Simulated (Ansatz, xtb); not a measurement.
FH4InOSi: which of two structures lies lower

Structure X is `F[SiH2][O][InH2]`, a singlet and structure Y is a singlet given by its coordinates. Both are gas-phase species (loosely bound parts included), relaxed with B3LYP-D3(BJ)/def2-SVP; the shapes shown needn't be the lowest conformers.

X (Å):

```xyz
8

F    -1.8126   -0.6750    0.6996
In    1.5276   -0.3228    2.3460
O     0.4720    0.6886    0.9377
Si   -0.9605    0.6152    0.1658
H    -0.7778    0.4211   -1.2979
H    -1.7919    1.8151    0.4523
H     0.7200   -1.7067    2.9604
H     3.0244    0.4812    2.5874
```

Y (Å):

```tsv
atom	x (Å)	y (Å)	z (Å)
F	0.5456	0.5262	1.8470
In	2.3719	0.8853	0.8827
O	0.5161	-0.4295	-0.4112
Si	-0.3668	-1.2907	-1.5382
H	0.4975	-1.4213	-2.7419
H	0.1600	-0.1988	0.4974
H	-0.7220	-2.6496	-1.0327
H	-1.6261	-0.5787	-1.9060
```

Close contacts (Å): F1–In2 2.10, In2–O3 2.62, O3–Si4 1.67, In2–H6 2.49, O3–H6 1.00, Si4–H5 1.49, Si4–H7 1.49, Si4–H8 1.49.

Task: Estimate E(Y) − E(X) at the level CCSD(T)/def2-SVP + ΔMP2/def2-TZVPP.

Result: Calculated at CCSD(T)/def2-SVP + ΔMP2/def2-TZVPP: E(Y) − E(X) = −3.1 kcal/mol, so structure Y lies lower.

How the difference moves with the method:

| level | geometry | E(Y) − E(X) (kcal/mol) | departure from the last row (kcal/mol) | job, with rough time for the two |
| --- | --- | --- | --- | --- |
| B3LYP-D3(BJ)/def2-SVP | B3LYP-D3(BJ)/def2-SVP | −11.4 | −8.3 | optimisation, 1.7 min |
| HF/def2-SVP | B3LYP-D3(BJ)/def2-SVP | −0.8 | +2.3 | part of the CCSD(T) run |
| MP2/def2-SVP | B3LYP-D3(BJ)/def2-SVP | −0.4 | +2.6 | part of the CCSD(T) run |
| CCSD(T)/def2-SVP | B3LYP-D3(BJ)/def2-SVP | −3.4 | −0.3 | single point |
| CCSD(T)/def2-SVP + ΔMP2/def2-TZVPP | B3LYP-D3(BJ)/def2-SVP | −3.1 |  | single point, 44 s |

MP2/def2-SVP finds them nearly level. The largest departure from CCSD(T)/def2-SVP + ΔMP2/def2-TZVPP is that of B3LYP-D3(BJ)/def2-SVP, 8.3 kcal/mol. Levels run at GFN2-xTB geometries aren't shown. The last row adds to CCSD(T) the change of the MP2 difference between the two basis sets, here +0.3 kcal/mol.

With harmonic frequencies from B3LYP-D3(BJ)/def2-SVP (ideal gas, rigid rotor, one conformer each, 298.15 K, 1 atm): on the last row, ΔE + ΔZPE = +0.2 kcal/mol. A mode under 50 cm⁻¹ makes harmonic enthalpies and free energies unreliable, so none is given.

The correlated steps freeze 11 core orbitals; the filled d shell of In is correlated, in a basis made for valence electrons. Atoms past krypton carry core potentials in the def2 sets and no spin–orbit term is included. Codes used: Ansatz 0.2.0; the last row on 1 thread of Intel(R) Xeon(R) Platinum 8259CL CPU @ 2.50GHz (Skylake/Cascade Lake) on a shared host.
